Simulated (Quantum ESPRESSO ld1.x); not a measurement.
Task: These are the eigenvalues of the occupied orbitals of an atom or ion with whole-number occupations (eV). Method: non-relativistic Kohn-Sham, PBEsol, spin-unpolarised, spherical densities, point nucleus; computed with ld1.x of Quantum ESPRESSO 7.5.

| orbital | eigenvalue |
|---|---|
| 1s | -2408.93 |
| 2s | -224.873 |
| 2p | -171.277 |
| 3s | -28.7796 |
| 3p | -17.6341 |
| 4p | -2.1323 |

Which element is it, and in what charge state? The configuration may be excited.

Result: Z = 16, sulfur, charge 0: S in [Ne] 3s2 3p2 4p2. The list shows which subshells hold electrons but not how many an open one holds; the 1s level, -88.527 hartree, gives Z - s = 13.3 by -(Z - s)^2/2, which with screening narrows Z to a few neighbours, and the depths of the outer levels then fix element, charge and occupations together.
